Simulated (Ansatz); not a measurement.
C2H5Be (SMILES [Be+][CH2]C), charge +1, singlet (typed; the unrestricted solution is spin-contaminated), at a GFN2-xTB geometry (such geometries of metal compounds can be far from the true shape), with bond 7-3 at 2.2 times its length; Ansatz (a first-principles code) with B3LYP/cc-pVDZ.

Ansatz was given this input:
Ansatz 0.2 input:
```yaml
crystal:
  periodic: [false, false, false]
  atoms:
    - {symbol: Be, position_ang: [1.25243836, 1.07828560, 1.02738118]}
    - {symbol: C, position_ang: [0.44372619, -0.09425701, 0.15906099]}
    - {symbol: C, position_ang: [-0.93021458, -0.25516904, -0.52826233]}
    - {symbol: H, position_ang: [0.51535554, -0.96760241, 0.85150017]}
    - {symbol: H, position_ang: [1.18714206, -0.32507853, -0.64180680]}
    - {symbol: H, position_ang: [-1.06928763, 0.48214219, -1.31003639]}
    - {symbol: H, position_ang: [-2.71476618, -0.04726867, 1.03857837]}
    - {symbol: H, position_ang: [-0.98265868, -1.24537850, -0.97791166]}
basis:
  gaussian:
    orbitals: cc-pVDZ
hamiltonian:
  xc: b3lyp
total_charge: 1
scf: {lower_state_search: standard}
magnetization: {spin_polarized: true}
```

The log (banner, timings and long lists left out):

```
Functional definition: B3LYP
788 factors; their error is unknown
mean field evaluation 1: about -2513.3918 eV, gradient 6.6e1 eV
mean field evaluation 2: about -2320.4169 eV, gradient 1.4e2 eV
mean field evaluation 4: about -2521.9302 eV, gradient 3.1e1 eV
mean field evaluation 8: about -2542.6028 eV, gradient 1.7e0 eV
mean field evaluation 16: about -2542.6147 eV, gradient 1.7e-3 eV
mean field evaluation 32: about -2542.9571 eV, gradient 2.0e-5 eV
mean field evaluation 64: about -2542.8835 eV, gradient 1.1e0 eV
mean field -2542.95713918 eV, -93.4519511867 hartree, gradient 3.1e-5 eV, S^2 0.686908; 7 other end points of the search recorded, 0 dependent functions left out
reference -2542.95740039 eV, -93.4519607857 hartree; 10, 10 occupied and 57, 57 virtual orbitals, 788 factors
Total energy: -2542.95740039 eV, -93.4519607857 hartree
```
